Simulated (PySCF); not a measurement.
Ga: electron affinity

Ga- [Ar] 3d10 4s2 4p2 (3P) → Ga [Ar] 3d10 4s2 4p1 (2P), as a difference of total energies. Computed with PySCF 2.14 in def2-QZVPPD (12s7p5d4f1g, 95 functions), with no relativity, point nucleus. Correlated levels: valence: [Ar] 3d10 frozen. The calculations carry no spin-orbit coupling.

```csv
method,electron affinity (eV),plus first-order spin-orbit estimate,difference from reference of that sum (eV)
UHF,-0.171,-0.192,-0.493
MP2 (valence),0.143,0.123,-0.178
SCS-MP2 (valence),0.058,0.038,-0.263
CCSD (valence),0.160,0.140,-0.161
CCSD(T) (valence),0.200,0.179,-0.122
```

Reference: 0.301 eV (measured; photodetachment measurements, as compiled on the Wikipedia data page of electron affinities).

A first-order spin-orbit estimate (lowest level to lowest level, LS coupling) adds -0.020 eV.

These non-relativistic numbers lack the scalar-relativistic shift.

Errors of the correlated levels include the incompleteness of this basis and the frozen core.

A negative affinity means that the anion lies above the atom at that level of theory.
